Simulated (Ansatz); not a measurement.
CH$_{3}$AlF$_{2}$, SMILES `[CH3][Al]([F])[F]`, relaxed with RKS PBE-D4/def2-SVP in Ansatz 0.2.0 from a rough embedded geometry. The force threshold is 0.03 eV/Å; the program also tests the step.

Total charge 0; spin multiplicity 1.

Start:

```xyz
7

C     0.277    0.424   -0.745
Al   -0.322   -0.482    0.856
F    -0.835    0.481    2.250
F    -0.312   -2.232    0.993
H     0.566   -0.346   -1.567
H    -0.541    1.072   -1.215
H     1.167    1.082   -0.572
```

| step | energy (eV) | largest force (eV/Å) | largest move (Å) |
| --- | --- | --- | --- |
| 1 | -13102.9676 | 1.716 | 0.000 |
| 2 | -13103.1720 | 1.105 | 0.065 |
| 3 | -13103.2403 | 0.593 | 0.067 |
| 4 | -13103.2507 | 0.223 | 0.015 |
| 5 | -13103.2527 | 0.080 | 0.007 |
| 6 | -13103.2529 | 0.019 | 0.016 |

End:

```xyz
7

C     0.277    0.405   -0.772
Al   -0.306   -0.471    0.854
F    -0.811    0.405    2.188
F    -0.340   -2.136    1.024
H     0.575   -0.318   -1.556
H    -0.535    1.046   -1.175
H     1.140    1.070   -0.562
```

It took 6.5 s on 2 threads of a server CPU on a shared host, with 0.16 GiB of host memory at the peak.
